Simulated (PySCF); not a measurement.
H3Cl3HfOSi, charge -1, doublet, at a GFN2-xTB geometry (such geometries of metal compounds can be far from the true shape) (the multiplicity is a formal guess) (core potentials on Hf). Base run: DF-HF/def2-SVP (PySCF).

PySCF was given this input:
```python
from pyscf import gto, scf

mol = gto.Mole()
mol.atom = '''
    Hf    0.129132    0.101364    0.142522
    Cl    1.267948    1.215831    1.788663
    Cl   -0.482923   -1.721246    1.390278
    Cl   -1.059501    1.890892   -0.656323
    O     0.636359   -0.747569   -1.498696
    Si   -0.508435   -1.423640   -2.369409
    H    -1.859721   -1.296839   -1.764920
    H    -0.207272   -2.855039   -2.524354
    H    -0.537228   -0.787936   -3.695554
'''
mol.basis = 'def2-svp'
mol.ecp = {'Hf': 'def2-svp'}
mol.charge = -1
mol.spin = 1
mol.verbose = 3
mol.build()

mf = scf.UHF(mol)
mf = mf.density_fit(auxbasis='def2-universal-jkfit')
mf.kernel()
```

Variants of this job, named by their change:

| change | basis functions | E (Eh) | HOMO (eV) |
|---|---|---|---|
| base | 133 | -1791.27357 | -1.72 |
| basis = LANL2DZ | 69 | -173.18530 | -2.49 |
| basis = def2-SV(P) | 117 | -1791.24488 | -1.94 |
| basis = def2-SVPD | 187 | -1791.30207 | -1.93 |
| basis = def2-TZVP | 237 | -1791.96130 | -1.67 |

Totals compare only among sets that treat the same electrons; sets with core potentials leave the core out.

Open shells are given as the SCF converged; they aren't shown to be the lowest states, and a large step between rows can be another state.
